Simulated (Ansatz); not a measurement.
Si(CN)Cl3 (SiCNCl3), relaxed as a singlet with RKS PBE0-D4/def2-SVP in Ansatz, starting from the GFN2-xTB geometry. Force threshold 0.02 eV/Å.

Start:

```xyz
6

Si   -0.0922    0.0355    0.5077
C     0.2393   -0.0931   -1.3321
N     0.4437   -0.1695   -2.4542
Cl   -1.2819   -1.5037    1.0076
Cl   -0.9908    1.8032    0.8279
Cl    1.6820   -0.0723    1.4431
```

**Question.** Estimate the energy that the relaxation releases and the steps that it takes.

**Answer.** 1.0 kcal/mol, in 4 steps; 6.5 s on 2 threads of AMD EPYC 7R13 on a shared host. No frequencies were taken in this run, so the end may be a saddle point.

**Question.** Does the start keep its bonding and symmetry?

**Answer.** By distances, no bond broke or formed. The bond that changes most is Si1–C2, from 1.87 to 1.84 Å (atoms count from 1). Point group Cs at the start, C3v at the end, both within 0.05 Å; within 0.015 Å the end is Cs.

**Question.** Predict the relaxed structure.

**Answer.** 
```xyz
6

Si   -0.0871    0.0332    0.4817
C     0.2387   -0.0926   -1.3243
N     0.4453   -0.1706   -2.4621
Cl   -1.2916   -1.5110    1.0155
Cl   -0.9977    1.8124    0.8362
Cl    1.6923   -0.0714    1.4529
```
Bond lengths: 3 × Cl–Si 2.03 Å; 1 × C–Si 1.84 Å; 1 × C–N 1.16 Å.
